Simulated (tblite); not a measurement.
C4H8NSi (doublet state).
Z-matrix (Å and degrees, GFN2-xTB geometry), rows numbered from 1:
```
N 
C   1  1.2180
C   2  1.4541  1  144.36
C   3  1.5495  2  113.68  1  -124.98
Si  4  1.9118  3   90.73  2   137.24
C   3  1.5633  2  116.07  1   -10.55
H   1  1.0250  2  127.71  3    -2.39
H   3  1.0931  2  107.46  1   113.08
H   4  1.0891  3  110.97  2    21.23
H   4  1.0870  3  113.74  2   -99.99
H   5  1.4625  4  114.70  3    99.94
H   5  1.4605  4  117.08  3  -125.70
H   6  1.0893  3  111.04  2   -20.20
H   6  1.0877  3  113.64  2   101.28
```

The geometry is computed with GFN2-xTB (gas phase). This method treats the open shell by occupation alone, without spin polarisation.

Masses are those of the commonest isotopes; rigid-rotor values at the optimised geometry. The values belong to one conformer with, in the numbering `[H]/[N:1]=[C:2]\[CH:3]1[CH2:4][SiH2:5][CH2:6]1`, N1–C2–C3–C4 -125°, C2–C3–C4–Si5 137°, C3–C4–Si5–C6 -11°, C4–Si5–C6–C3 11°, C2–C3–C6–Si5 -136°.

**Question.** Give the principal moments of inertia and the rotational constants in MHz.

**Answer.** Ia = 69.43, Ib = 289.17, Ic = 322.43 u·Å²; 505379 MHz·u·Å²/I gives A = 7279, B = 1748, C = 1567 MHz.

**Question.** What kind of rotor is it?

**Answer.** A near-prolate asymmetric top. Ray's parameter κ = (2B − A − C)/(A − C) = -0.937; −1 is the prolate and +1 the oblate limit.

**Question.** What does the inertial defect say?

**Answer.** Not planar: Δ = Ic − Ia − Ib = -36.17 u·Å². For a rigid frame Δ = −2 Σ m c², so Σ m c² = 18.08 u·Å² lies off the ab plane: 9.21 from hydrogen and 8.88 from heavier atoms. The atom farthest from that plane is 1.68 Å away.

**Question.** Give the coordinates in the principal-axis frame, origin at the centre of mass.

**Answer.** The sense of each axis is arbitrary; atoms in the order of the calculation.
```tsv
atom	mass (u)	a (Å)	b (Å)	c (Å)
N1	14.003	2.734	-0.243	-0.400
C2	12.000	1.805	0.366	0.098
C3	12.000	0.444	0.245	0.596
C4	12.000	-0.551	1.229	-0.068
Si5	27.977	-1.863	-0.155	-0.208
C6	12.000	-0.283	-1.104	0.287
H7	1.008	2.786	-1.245	-0.613
H8	1.008	0.474	0.415	1.676
H9	1.008	-0.173	1.577	-1.028
H10	1.008	-0.766	2.108	0.534
H11	1.008	-2.895	-0.126	0.829
H12	1.008	-2.424	-0.408	-1.532
H13	1.008	0.190	-1.621	-0.548
H14	1.008	-0.306	-1.791	1.129
```

**Question.** List the rotational levels J(Ka,Kc) to J = 5 (MHz).

**Answer.** Above 0(0,0):
J = 1: 1(0,1) 3315, 1(1,1) 8847, 1(1,0) 9027
J = 2: 2(0,2) 9941, 2(1,2) 15297, 2(1,1) 15838, 2(2,1) 32433, 2(2,0) 32437
J = 3: 3(0,3) 19869, 3(1,3) 24969, 3(1,2) 26051, 3(2,2) 42378, 3(2,1) 42400, 3(3,1) 70490, 3(3,0) 70490
J = 4: 4(0,4) 33087, 4(1,4) 37861, 4(1,3) 39663, 4(2,3) 55636, 4(2,2) 55700, 4(3,2) 83759, 4(3,1) 83760, 4(4,1) 123105, 4(4,0) 123105
J = 5: 5(0,5) 49576, 5(1,5) 53967, 5(1,4) 56670, 5(2,4) 72202, 5(2,3) 72352, 5(3,3) 100349, 5(3,2) 100351, 5(4,2) 139690, 5(4,1) 139690, 5(5,1) 190278, 5(5,0) 190278
The levels of one J sum to (2J + 1)J(J + 1)(A + B + C)/3.

**Question.** Estimate the classical rotational partition function at 50 K, 200 K and 500 K.

**Answer.** Point group C1, symmetry number σ = 1; q = (√π/σ)·√((kT/h)³/(ABC)), k/h = 20836.6 MHz/K: 13300 at 50 K, 107000 at 200 K, 422000 at 500 K.

For this open shell read J as N, the rotation without spin; fine and hyperfine splittings come on top. Its GFN2-xTB frequencies are all real (lowest 53 cm⁻¹). Constants of a rigid frame at the computed geometry: no zero-point averaging, no centrifugal distortion.
